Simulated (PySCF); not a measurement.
PySCF input file for In(F)(SH)2 (FH2InS2), SMILES [F][In]([SH])[SH], TDDFT-ωB97X/def2-SVPD. The structure is a stationary point at B3LYP-D3(BJ)/def2-SVP. The def2 effective core potentials stand for the cores of In; spin–orbit coupling is left out. The values are those of a single conformer.

```python
import numpy as np
from pyscf import gto, scf, dft, tdscf

mol = gto.M(
    atom='''
    In    0.18761460    0.00573545    0.00000000
    F     2.14927076   -0.13193026    0.00000000
    S    -0.95517206   -2.11258632    0.00000000
    H     0.22165884   -2.78509870    0.00000000
    S    -0.71765377    2.23241540    0.00000000
    H    -1.99299761    1.77416877    0.00000000
    ''',
    basis='def2-SVPD',
    ecp={'In': 'def2-svp'},
    charge=0,
    spin=0,
    symmetry=True,
    max_memory=1600,
    verbose=4,
)
mf = dft.RKS(mol, xc='wb97x').density_fit(auxbasis='def2-universal-jkfit')
mf.grids.level = 3
mf.conv_tol = 1e-9
mf.max_cycle = 100
mf.kernel()
mf.grids = dft.Grids(mol).set(level=1).build(with_non0tab=True)  # coarser grid for the response kernel
td = tdscf.TDDFT(mf)
td.singlet = True
td.nstates = 10
td.conv_tol = 1e-4
td.kernel(x0=td.get_init_guess(mf, 15))
td.analyze()
tt = tdscf.TDA(mf)
tt.singlet = False
tt.nstates = 4
tt.conv_tol = 1e-4
tt.kernel(x0=tt.get_init_guess(mf, 9))
tt.analyze(verbose=3)
```

Program output:

```
PySCF version 2.14.0

[INPUT] verbose = 4
[INPUT] num. atoms = 6
[INPUT] num. electrons = 64
[INPUT] charge = 0
[INPUT] spin (= nelec alpha-beta = 2S) = 0
[INPUT] symmetry True subgroup None
[INPUT] Mole.unit = angstrom
[INPUT] Symbol           X                Y                Z      unit          X                Y                Z       unit  Magmom
[INPUT]  1 In     0.187614600000   0.005735450000   0.000000000000 AA    0.354540210970   0.010838429701   0.000000000000 Bohr   0.0
[INPUT]  2 F      2.149270760000  -0.131930260000   0.000000000000 AA    4.061533103936  -0.249312058943   0.000000000000 Bohr   0.0
[INPUT]  3 S     -0.955172060000  -2.112586320000   0.000000000000 AA   -1.805013595237  -3.992209559303   0.000000000000 Bohr   0.0
[INPUT]  4 H      0.221658840000  -2.785098700000   0.000000000000 AA    0.418874500689  -5.263073772882   0.000000000000 Bohr   0.0
[INPUT]  5 S     -0.717653770000   2.232415400000   0.000000000000 AA   -1.356169077562   4.218653702261   0.000000000000 Bohr   0.0
[INPUT]  6 H     -1.992997610000   1.774168770000   0.000000000000 AA   -3.766219649813   3.352693074056   0.000000000000 Bohr   0.0

nuclear repulsion = 297.832395153043
point group symmetry = Cs
symmetry origin: [3.90269524e-09 1.23242994e-09 0.00000000e+00]
symmetry axis x: [1.00000000e+00 3.00233153e-09 0.00000000e+00]
symmetry axis y: [-3.00233153e-09  1.00000000e+00  0.00000000e+00]
symmetry axis z: [0. 0. 1.]
num. orbitals of irrep A' = 88
num. orbitals of irrep A" = 37
number of shells = 51
number of NR pGTOs = 210
number of NR cGTOs = 125
basis = def2-SVPD
ecp = {'In': 'def2-svp'}


[settings echo left out]
init E= -1065.72923418719
HOMO (A") = -0.616944480311702  LUMO (A') = -0.53534316745494  gap/eV = 2.22048
cycle= 1 E= -1086.50130906728  delta_E= -20.8  |g|= 1.85  |ddm|= 13.2
HOMO (A') = -0.145826889157458  LUMO (A') = 0.0175285477365105  gap/eV = 4.44513
cycle= 2 E= -1086.80029943146  delta_E= -0.299  |g|= 1.68  |ddm|= 6.02
HOMO (A") = -0.363490879672767  LUMO (A') = -0.0234928092383126  gap/eV = 9.25182
cycle= 3 E= -1087.34942634805  delta_E= -0.549  |g|= 0.233  |ddm|=  1.7
HOMO (A") = -0.379124379119125  LUMO (A') = -0.0277144965946421  gap/eV = 9.56235
cycle= 4 E= -1087.35541554833  delta_E= -0.00599  |g|= 0.169  |ddm|= 0.276
HOMO (A") = -0.380695769579422  LUMO (A') = -0.0249683237885286  gap/eV = 9.67984
cycle= 5 E= -1087.3603669452  delta_E= -0.00495  |g|= 0.0133  |ddm|= 0.139
HOMO (A") = -0.37874375410407  LUMO (A') = -0.0233165791918564  gap/eV = 9.67167
cycle= 6 E= -1087.36047215991  delta_E= -0.000105  |g|= 0.00456  |ddm|= 0.0359
HOMO (A") = -0.379541512101952  LUMO (A') = -0.0235761553946425  gap/eV = 9.68631
cycle= 7 E= -1087.36048569906  delta_E= -1.35e-05  |g|= 0.000906  |ddm|= 0.0139
HOMO (A") = -0.37939897526553  LUMO (A') = -0.023529027561797  gap/eV = 9.68371
cycle= 8 E= -1087.3604863443  delta_E= -6.45e-07  |g|= 0.000177  |ddm|= 0.00307
HOMO (A") = -0.379420518090508  LUMO (A') = -0.0235248310647476  gap/eV = 9.68441
cycle= 9 E= -1087.36048636872  delta_E= -2.44e-08  |g|= 5.73e-05  |ddm|= 0.000522
HOMO (A") = -0.379418211389396  LUMO (A') = -0.0235243114378008  gap/eV = 9.68437
cycle= 10 E= -1087.36048637084  delta_E= -2.12e-09  |g|= 1.38e-05  |ddm|= 0.000137
HOMO (A") = -0.379417478792107  LUMO (A') = -0.0235247776715154  gap/eV = 9.68433
cycle= 11 E= -1087.36048637099  delta_E= -1.51e-10  |g|= 5.7e-06  |ddm|= 4.86e-05
HOMO (A") = -0.379417662190072  LUMO (A') = -0.0235247926390329  gap/eV = 9.68434
Extra cycle  E= -1087.360486371  delta_E= -1.02e-11  |g|= 3.75e-06  |ddm|= 1.57e-05
converged SCF energy = -1087.360486371
tot grids = 30968


******** <class 'pyscf.tdscf.rks.TDDFT'> for <class 'pyscf.df.df_jk.DFSymAdaptedRKS'> ********
nstates = 10 singlet
deg_eia_thresh = 1.000e-03
wfnsym = None
conv_tol = 0.0001
eigh lindep = 1e-12
eigh level_shift = 0
eigh max_cycle = 100


Excitation energies (eV)
[4.56277804 4.98455765 5.7207418  6.35443383 6.47666134 6.62495183
 6.63471383 6.78011098 7.24862763 7.33542543]

** Singlet excitation energies and oscillator strengths **
Excited State   1:   A"      4.56278 eV    271.73 nm  f=0.0000
      32 -> 33       -0.68435
Excited State   2:   A"      4.98456 eV    248.74 nm  f=0.0368
      31 -> 33        0.68006
Excited State   3:   A'      5.72074 eV    216.73 nm  f=0.0459
      30 -> 33        0.45499
      32 -> 34       -0.52552
Excited State   4:   A'      6.35443 eV    195.11 nm  f=0.0000
      29 -> 33        0.28949
      31 -> 34        0.62707
Excited State   5:   A"      6.47666 eV    191.43 nm  f=0.0007
      30 -> 34       -0.30436
      31 -> 36        0.18283
      31 -> 37       -0.19424
      31 -> 40       -0.10085
      32 -> 35       -0.44708
      32 -> 36        0.16211
      32 -> 38        0.20473
Excited State   6:   A"      6.62495 eV    187.15 nm  f=0.0222
      30 -> 34        0.29170
      31 -> 35       -0.38704
      31 -> 38        0.20957
      32 -> 36        0.26103
      32 -> 37       -0.27005
      32 -> 40       -0.11879
      32 -> 44       -0.10379
Excited State   7:   A"      6.63471 eV    186.87 nm  f=0.0046
      30 -> 34        0.55585
      31 -> 35        0.17123
      31 -> 37       -0.15349
      32 -> 35       -0.24858
      32 -> 37        0.13047
      32 -> 38        0.10385
Excited State   8:   A'      6.78011 eV    182.86 nm  f=0.7810
      28 -> 33       -0.24332
      30 -> 33        0.47039
      32 -> 34        0.41877
Excited State   9:   A"      7.24863 eV    171.05 nm  f=0.0244
      27 -> 33       -0.64316
      27 -> 35        0.10813
      27 -> 36       -0.13978
      27 -> 38        0.10882
      31 -> 36       -0.13685
Excited State  10:   A'      7.33543 eV    169.02 nm  f=0.2414
      28 -> 33        0.58829
      28 -> 36        0.11319
      30 -> 33        0.20739
      30 -> 35        0.13219
      30 -> 36       -0.13996
      32 -> 34        0.14457

** Transition electric dipole moments (AU) **
state          X           Y           Z        Dip. S.      Osc.
  1        -0.0000      0.0000     -0.0159      0.0003      0.0000
  2         0.0000     -0.0000      0.5486      0.3010      0.0368
  3         0.0726      0.5675      0.0000      0.3273      0.0459
  4         0.0052      0.0069     -0.0000      0.0001      0.0000
  5        -0.0000      0.0000     -0.0658      0.0043      0.0007
  6        -0.0000      0.0000     -0.3697      0.1367      0.0222
  7        -0.0000      0.0000      0.1683      0.0283      0.0046
  8         0.1276      2.1646     -0.0000      4.7016      0.7810
  9         0.0000     -0.0000      0.3705      0.1373      0.0244
 10         0.1885      1.1435      0.0000      1.3431      0.2414

WARN: ECP detected. Skipping calculation of transition velocity and magnetic dipole moments, which have not yet been implemented.



******** <class 'pyscf.tdscf.rks.TDA'> for <class 'pyscf.df.df_jk.DFSymAdaptedRKS'> ********
nstates = 4 triplet
deg_eia_thresh = 1.000e-03
wfnsym = None
conv_tol = 0.0001
eigh lindep = 1e-12
eigh level_shift = 0
eigh max_cycle = 100


Excitation energies (eV)
[4.22671981 4.59856009 4.85617028 5.62627012]

** Triplet excitation energies and oscillator strengths **
Excited State   1:   A"      4.22672 eV    293.33 nm  f=0.0000
Excited State   2:   A"      4.59856 eV    269.62 nm  f=0.0000
Excited State   3:   A'      4.85617 eV    255.31 nm  f=0.0000
Excited State   4:   A'      5.62627 eV    220.37 nm  f=0.0000
```

Self-consistency was reached.
